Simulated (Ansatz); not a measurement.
Calculated with Ansatz (gas phase, PBE0-D4/def2-TZVP geometries, no zero-point term in ΔE). CBS: MP2 limit from def2 TZ/QZ plus the TZ coupled-cluster correction, frozen cores. This one scheme is used for every species. Double bonds are as drawn, so ΔE can hold a change between cis and trans. Functionals use def2-TZVPP. B3LYP here is the variant with VWN-RPA as its local correlation; programs differ in this. One conformer a species, not always the lowest.

Reaction (hydrogenolysis of a C–Al bond): `O/C=N/[CH2][AlH2]` + H₂ → `C/N=C/O` + `[AlH3]`

Question: Is it downhill or uphill in electronic energy at CCSD(T)/CBS, and by how much? (An estimate is asked.)

Answer: The calculation gave: Downhill: ΔE = -7.4 kcal/mol.

Question: What do these levels give: B3LYP-D4, ωB97M-V, r2SCAN, SCS-MP2/def2-TZVPP, CCSD/def2-TZVPP, MP2/CBS(def2)? (Estimate.)

Answer: The calculation gave: B3LYP-D4 -7.6, ωB97M-V -7.6, r2SCAN -6.9, SCS-MP2/def2-TZVPP -8.5, CCSD/def2-TZVPP -9.5, MP2/CBS(def2) -6.0 kcal/mol.

Largest T1 diagnostic among the species: 0.013.

In def2-TZVPP, CCSD(T) changes the Hartree–Fock value by +6.8 kcal/mol (the triples alone add +1.3 kcal/mol) and MP2 by +8.2 kcal/mol. From PBE to PBE0 (25 % exact exchange), in def2-TZVPP and without D4, ΔE moves by −1.5 kcal/mol.
